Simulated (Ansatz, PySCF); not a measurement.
This PySCF input computes a CAM-B3LYP/def2-TZVPD energy:

```python
from pyscf import gto, scf, dft

mol = gto.M(
    atom='''
    Si   -0.01469801   -0.50408292   -0.01115471
    O    -0.14847962    1.01906834    0.01640263
    H     1.39360918   -1.09538579    0.02494486
    ''',
    basis='def2-tzvpd',
    charge=0,
    spin=1,
    verbose=4,
)

mf = dft.UKS(mol, xc='camb3lyp').density_fit(auxbasis='def2-universal-jkfit')
mf.grids.level = 3
mf.conv_tol = 1e-9
mf.max_cycle = 100
mf.max_memory = 1500
mf.kernel()
if not mf.converged:
    mf = mf.newton()
    mf.kernel(mf.make_rdm1())
for _ in range(2):
    mo, _, stable, _ = mf.stability(return_status=True)
    if stable:
        break
    mf.kernel(mf.make_rdm1(mo, mf.mo_occ))
mf.analyze()
```

Problem. Write an input for the same energy in Ansatz (an electronic-structure program) and say what it gives.

Solution. 
Ansatz 0.2 input:
```yaml
crystal:
  periodic: [false, false, false]
  atoms:
    - {symbol: Si, position_ang: [-0.01469801, -0.50408292, -0.01115471]}
    - {symbol: O, position_ang: [-0.14847962, 1.01906834, 0.01640263]}
    - {symbol: H, position_ang: [1.39360918, -1.09538579, 0.02494486]}
basis:
  gaussian:
    orbitals: def2-TZVPD
hamiltonian:
  xc: {name: CAM-B3LYP}
magnetization: {spin_polarized: true, initial_magnetization: 1}
output: {forces: true}
```
It gives -365.29342 Eh, and PySCF -365.29345 Eh, a difference of 0.03 mEh, from the treatment of integrals and grids.

It need not be the lowest isomer of its formula.
